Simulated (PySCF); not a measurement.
GaO at PBE0

Computed with PBE0; basis Ga cc-pVTZ-PP with ECP10, O cc-pVTZ; scalar-relativistic core potentials; PySCF 2.14.

```json
{
 "state": "quartet, unpaired electrons σ ↑, π ↑↑, a mixture of terms (⟨Lz²⟩ = 2.0), a second solution, started from another occupation",
 "bond length": "1.894 Å",
 "harmonic wavenumber": "483 cm⁻¹",
 "force constant": "1.78 mdyn/Å",
 "rotational constant Be": "0.3621 cm⁻¹",
 "anharmonicity ωexe": "8.88 cm⁻¹",
 "vibration–rotation constant αe": "0.00584 cm⁻¹",
 "energy of the minimum from ground-state Ga + O": "-0.64 eV",
 "bond order (Mayer)": "1.05",
 "dipole moment (positive dipole means Ga(−)O(+))": "-1.31 D"
}
```

Spin–orbit coupling is left out. Counting both spins, an empty level lies below a filled one in this solution, because spin and occupation are held.
